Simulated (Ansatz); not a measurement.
All values below come from Ansatz (a program for electronic structure) with frozen-core CCSD(T)/cc-pVTZ // B3LYP-D3(BJ)/def2-TZVP.

Ansatz 0.2 input:
```yaml
crystal:
  periodic: [false, false, false]
  atoms:
    - { symbol: N, position_ang: [-1.254218, 0.062054, -0.064354] }
    - { symbol: B, position_ang: [0.015328, 0.17097, -0.642522] }
    - { symbol: N, position_ang: [1.256487, -0.036748, -0.03075] }
    - { symbol: H, position_ang: [-1.417448, -0.189973, 0.901631] }
    - { symbol: H, position_ang: [-2.098776, 0.229864, -0.579761] }
    - { symbol: H, position_ang: [1.373539, -0.299815, 0.938983] }
    - { symbol: H, position_ang: [2.125089, 0.063646, -0.523228] }
basis:
  gaussian: { orbitals: cc-pVTZ }
correlation:
  method: ccsd_t
magnetization:
  spin_polarized: true
  initial_magnetization: 1
```

Output:

```
Functional definition: HF
844 factors; integrals over basis functions are off by at most 1.1e-3 eV
mean field evaluation 1: about -3696.4206 eV, gradient 2.9e1 eV
mean field evaluation 2: about -3696.4235 eV, gradient 2.9e1 eV
mean field evaluation 4: about -3700.3803 eV, gradient 2.8e0 eV
mean field evaluation 8: about -3700.4923 eV, gradient 1.6e-1 eV
mean field evaluation 16: about -3700.4778 eV, gradient 7.7e-1 eV
mean field -3700.49277869 eV, -135.9906013327 hartree, gradient 2.0e-6 eV, S^2 0.754374; 0 other end points of the search recorded, 0 dependent functions left out
3 core orbitals not correlated
reference -3700.49277869 eV, -135.9906013327 hartree; 9, 8 occupied and 134, 135 virtual orbitals, 844 factors
second order -13.74618380 eV of doubles, -0.00000000 eV of singles
cycle   1  -13.97860067 eV  change   -2.3e-1 eV  update   6.8e-2
cycle   2  -14.27414916 eV  change   -3.0e-1 eV  update   2.1e-2
cycle   3  -14.33385410 eV  change   -6.0e-2 eV  update   1.1e-2
cycle   4  -14.32665841 eV  change    7.2e-3 eV  update   3.2e-3
cycle   5  -14.32668123 eV  change   -2.3e-5 eV  update   1.4e-3
cycle   6  -14.32654087 eV  change    1.4e-4 eV  update   4.5e-4
cycle   7  -14.32653319 eV  change    7.7e-6 eV  update   1.5e-4
cycle   8  -14.32656327 eV  change   -3.0e-5 eV  update   6.6e-5
cycle   9  -14.32656137 eV  change    1.9e-6 eV  update   2.3e-5
cycle  10  -14.32655715 eV  change    4.2e-6 eV  update   7.1e-6
perturbative correction -0.54662441 eV, -0.0200880766 hartree
Total energy: -3715.36596025 eV, -136.5371806736 hartree
```

Cost: around 2.0 core-minutes (rough).
